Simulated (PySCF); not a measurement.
## From computed data to an observable: oscillator strength and radiative lifetime

Ga(Cl)2(SH) (Cl2GaHS), SMILES [SH][Ga]([Cl])[Cl].

The structure is a stationary point at PBE0-D3(BJ)/def2-SVP. One conformer was computed; it need not be the lowest.

TDDFT-ωB97X/def2-SVPD (PySCF) puts the first singlet state with f over 0.02 at 6.82 eV (vertical), with the transition dipole (0.299, -0.222, 0.000) in atomic units.

### Question
Find the oscillator strength, the wavelength and the radiative lifetime that this transition would have in vacuum if emission retraced absorption.

### Answer

|μ|² = 0.1387 au, so |μ| = 0.95 D. ΔE = 6.82/27.211 = 0.2506 hartree. f = (2/3) ΔE |μ|² = 0.023 (the program prints 0.023).
λ = 1239.84/6.82 = 182 nm; ν = 55007 cm⁻¹.
Einstein's coefficient A = 0.6670 ν² f s⁻¹ (ν in cm⁻¹) = 4.7e7 s⁻¹, so τ = 1/A = 21 ns. This state is S4; the lower singlets have f = 0.011, 0.004, 0.012. The figure is the radiative limit of this one transition; relaxation, internal conversion, crossing to triplets and a medium change what is measured.
